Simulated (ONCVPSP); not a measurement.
**Ranking ONCV potentials for manganese (Mn)**

All share these settings but for the change named:

| Item | Value |
| --- | --- |
| Element | Mn |
| Generator | ONCVPSP 4.0.1 |
| Type | optimised norm-conserving Vanderbilt (ONCV) |
| Functional | PBE |
| Relativity | scalar-relativistic |
| Frozen core | [Ne] |
| Valence charge | 15 |
| Reference configuration | 3s2 3p6 3d5 4s1 4p1 |
| Partial waves | 3s+4s: rc 1.25 bohr, ncon 4, nbas 8, qcut 10.3 1/bohr, 2 projectors; 3p+4p: rc 1.50 bohr, ncon 4, nbas 8, qcut 10.8 1/bohr, 2 projectors; 3d: rc 1.95 bohr, ncon 4, nbas 9, qcut 8.6 1/bohr, 2 projectors, debl 1.1 Ha |
| Local potential | polynomial inside 0.85 bohr (lpopt 3, dvloc0 0 Ha) |
| Core correction | none |

Cutoff: the first of the cutoffs (Ha) at which the residual kinetic energy of the hardest occupied pseudo-wave falls to 1 and 0.1 mHa per electron; the density cutoff is not measured.

The base gives 36 Ha.

Of 7 variants that were run, those that failed, showed a ghost or another fault, or gave nearly equal values are left out.

A variant can come out equal or close to the base.

Task: Rank these variants from softest to hardest (loose cutoff).
A. d: rc 2.1
B. s: qcut 6.3; p: qcut 6.6; d: qcut 5.2
C. s: rc 1.64
D. all radii scaled by about 0.83 (s 1.04, p 1.24, d 1.60 bohr); local potential polynomial inside 0.70 bohr (lpopt 3, dvloc0 0 Ha)

Result: C (32 Ha), A (36 Ha), D (43 Ha), B (77 Ha).
